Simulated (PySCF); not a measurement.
Compound: C₄N₄Si.
SMILES: `N#C[Si](C#N)(C#N)C#N`

The closed-shell ground state was solved at several levels (PySCF, density fitting, gas phase, non-relativistic). Geometry: PBE0-D3(BJ)/def2-SVP; no solvent, vibrations or thermal averaging.

| level | basis functions | HOMO (eV) | LUMO (eV) | gap (eV) | dipole (D) |
| --- | --- | --- | --- | --- | --- |
| wB97X-D/pcSseg-2 | 331 | -13.23 | -1.29 | 11.94 | 0.02 |
| PBE0/pcSseg-1 | 160 | -11.34 | -3.02 | 8.32 | 0.02 |

(1) Estimate the row for PBE0/def2-SVPD, a basis of 184 functions; the other rows only guide the guess.

(2) Over all these levels, which gives the widest orbital gap and which the narrowest?

(3) How far do the dipole and the HOMO energy spread over the levels?

Results:

(1) HOMO -11.37 eV, LUMO -3.08 eV, gap 8.29 eV, dipole 0.02 D.

(2) wB97X-D/pcSseg-2 (range-separated hybrid) has the widest, 11.94 eV, and PBE0/def2-SVPD (global hybrid, 25 % exact exchange) the narrowest, 8.29 eV. Functional and basis both differ between the two, so the spread mixes both effects.

(3) The dipole runs from 0.02 to 0.02 D (mean 0.02 D) and the HOMO from -13.23 to -11.34 eV.
